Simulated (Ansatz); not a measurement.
This geometry of CH$_{6}$B$_{2}$OSn (11 atoms, charge 0, multiplicity 1) is a first-order saddle point.

These are results of Ansatz 0.2.0, RKS PBE0-D4/def2-SVP, not measurements.

```xyz
11
Properties=species:S:1:pos:R:3
B -1.258 -0.918 1.855
C 0.001 -1.077 0.924
O -0.492 -1.355 -0.487
B 0.209 -0.232 -0.331
Sn 0.931 1.437 -1.633
H -1.632 0.165 2.250
H -1.898 -1.901 2.153
H 0.780 -1.795 1.221
H 1.070 2.887 -0.734
H 2.480 1.034 -2.244
H -0.126 1.698 -2.954
```

Problem. Which two structures does it join? (They come from a converged band through this point; their orientation in space is the band's.)

Solution. No bond is made or broken. The dihedral H7–B1–C2–O3 goes from -176 to -2°.

First end point:

```xyz
11
Properties=species:S:1:pos:R:3
B -1.029 -0.773 1.789
C -0.192 -1.428 0.726
O -0.689 -1.482 -0.689
B 0.017 -0.401 -0.461
Sn 0.828 1.416 -1.478
H -2.080 -0.247 1.507
H -0.578 -0.683 2.907
H 0.643 -2.120 0.889
H 0.306 2.806 -0.629
H 2.538 1.355 -1.437
H 0.300 1.500 -3.103
```

Last end point:

```xyz
11
Properties=species:S:1:pos:R:3
B -1.243 -0.800 1.631
C -0.071 -1.365 0.880
O -0.194 -1.655 -0.585
B 0.202 -0.424 -0.365
Sn 0.849 1.414 -1.463
H -1.095 -0.499 2.792
H -2.276 -0.543 1.057
H 0.821 -1.831 1.313
H 0.842 2.759 -0.407
H 2.436 1.177 -2.057
H -0.206 1.709 -2.775
```

Problem. How far does it lie above each of them?

Solution. 59.0 kJ/mol above the first and 58.5 kJ/mol above the second. This is the barrier of this one path; another mechanism may lie lower.

Time of the run: 4.7 min on 2 threads of Intel(R) Xeon(R) Platinum 8488C (Sapphire Rapids), on a shared host, peak memory 0.32 GiB.
